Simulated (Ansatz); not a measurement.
TiF₃, SMILES [Ti+]([F])([F])[F], charge +1, multiplicity 1.

Geometry optimised at PBE0-D3(BJ)/def2-SVP. The spin state was assumed, not searched. The isomer is the one that the SMILES or the coordinates give; other isomers of the formula were not compared.

Two levels are set side by side: PBE/def2-SVPD (Ansatz, a program for electronic structure) and ωB97X-V/def2-SVPD (Ansatz). Energy differences of separate SCF runs at the same geometry; the states with an electron removed or added have multiplicity 2 and 2. Differences are taken from unrounded values.

| quantity | ωB97X-V | PBE | PBE minus ωB97X-V |
|---|---|---|---|
| vertical ionisation energy (eV) | 22.42 | 21.39 | -1.03 |
| vertical electron affinity (eV) | 8.90 | 8.31 | -0.59 |
| vertical singlet–triplet gap (eV) | 6.05 | 5.67 | -0.38 |
